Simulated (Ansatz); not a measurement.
Molecule: CuF (charge +1, doublet). The spin state was set by rule; other spins were not relaxed. SMILES of the parent species: [F][Cu]
Structure (B3LYP-D3(BJ)/def2-TZVP (Ansatz, a first-principles code) minimum search):
```xyz
2

Cu     0.0000     0.0000    -0.4040
F      0.0000     0.0000     1.3016
```
Charge +1, spin multiplicity 2.

Q: Give the harmonic wavenumbers at B3LYP-D3(BJ)/def2-TZVP (Ansatz, finite differences of forces, unscaled).

A: 657 cm⁻¹. Zero-point energy 0.9 kcal/mol.

Q: From these and the geometry, give the ideal-gas thermochemistry at 298.15 K and 1 atm (rigid rotor, harmonic oscillator).

A: Point group C∞v, rotational symmetry number 1. Rotational constants 11.88, 11.88 GHz. S(trans) 39.15, S(rot) 14.43, S(vib) 0.36, S(elec, spin only) 1.38, S 55.3 cal/(mol K). H(298) - H(0) 2.16 kcal/mol; G - E(el) -13.4 kcal/mol.
